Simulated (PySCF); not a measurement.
## Two-component Hartree-Fock for Co³⁺ (cobalt, charge +3)

Start: [Ar] 3d6; 3d3/2 filled at m_j = -3/2, -1/2, +1/2, +3/2; 3d5/2 filled at m_j = +3/2, +5/2. Calculated with PySCF 2.14 in x2c-TZVPall-2c: generalised Hartree-Fock with the X2C-1e Hamiltonian and a Gaussian nucleus; one run each with spin-orbit coupling (SO) switched off, then screened by Boettger's factors.

```
spinor shell  electrons  ε, spin-free (eV)  ε, screened SO (eV)  weight of nominal j (screened SO)  rms radius, screened SO (bohr)
       1s1/2          2            -7815.6              -7815.5                              1.000                          0.0649
       2s1/2          2            -1004.5              -1004.4                              1.000                           0.276
       2p1/2          2            -862.06              -872.72                              0.987                           0.247
       3s1/2          2            -163.93              -163.91                              1.000                           0.825
       3p3/2          4            -120.25              -119.37                              0.829                           0.876
       3p1/2          2            -120.25              -122.03                              0.659                           0.872
       3d3/2          4            -57.212              -56.840                              0.662                            1.03
       3d5/2          2            -57.212              -57.963                              0.894                            1.03
```

Problem. Where does 2p3/2 lie, and what is the 2p spin-orbit splitting (screened SO)?

Solution. At -856.82 eV, 15.907 eV above 2p1/2.

```tsv
quantity	spin-free	screened SO
E (hartree)	-1389.88107	-1389.90949
M_J	4	4
⟨J²⟩	20.005	20.005
⟨L²⟩	6.002	6.012
⟨S²⟩	6.003	5.998
```

Each row is a mean over spinors that exchange with the open shell spreads, by up to 17.244 eV (3p3/2).

Rows whose weight is well below 1 are mixtures of j = l ± 1/2: exchange outweighs spin-orbit coupling there, and the label is only the starting occupation.

Without spin-orbit coupling the j labels of p, d and f shells carry no meaning; the spin-free column gives the mean over the occupied spinors of each nl shell.
